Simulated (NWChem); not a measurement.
System: BH$_{3}$; SMILES B

```xyz
4

B      0.0000     0.0000     0.0000
H     -1.1730     0.3143     0.0000
H      0.3143    -1.1730     0.0000
H      0.8587     0.8587     0.0000
```
Atoms are numbered in this order, from 1.

Computed with NWChem. Geometry optimised at PBE-D3(BJ)/def2-SVP; all other runs use it. Pople sets run with spherical d functions.

| quantity | level | value |
|---|---|---|
| isotropic polarisability (bohr³), static | PBE0/6-31+G* | 14.7 |
| −ε(HOMO) (eV) | PBE0/def2-SVPD | 9.87 |
| highest occupied level (eV) | B3LYP/def2-SVP | ? |
| first 1s excitation (eV), B K edge, unshifted | PBE0/cc-pVTZ, TDA | 179.9 |
| highest harmonic frequency (cm⁻¹) | PBE-D3(BJ)/def2-SVP | ? |

Some entries are withheld; supply them.


- highest occupied level (eV), value: -9.60
- highest harmonic frequency (cm⁻¹), value: 2633
